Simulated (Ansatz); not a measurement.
Basis-set extrapolation for C6H5N3, SMILES `c1ccc2n[nH]nc2c1` (PBE0-D4/def2-TZVP geometry, frozen core, Ansatz 0.2.0). Multiplicity 1, RHF reference.

|  | def2-TZVPP | def2-QZVPP |
| --- | --- | --- |
| HF | -393.561243 | -393.577624 |
| MP2 correlation | -1.542629 | -1.643220 |
| CCSD(T) correlation | -1.628813 | not run |

Energies in hartree. Use E(X) = E(∞) + A·exp(−7.88·√X) for Hartree–Fock and E(X) = E(∞) + B·X^(−2.97) for correlation, with X = 3 and 4, and add CCSD(T) minus MP2 of the smaller set to the MP2 limit.

Question: What is the CCSD(T) energy at the basis-set limit?

Answer: HF limit: -393.577624 + (-0.016381) × 0.13774 = -393.57988. MP2 limit: -1.643220 + (-0.100591) × 0.74074 = -1.71773. Higher-order term: -1.628813 − (-1.542629) = -0.08618. Total: -395.38379 hartree, 508.6 kJ/mol below CCSD(T)/def2-TZVPP.
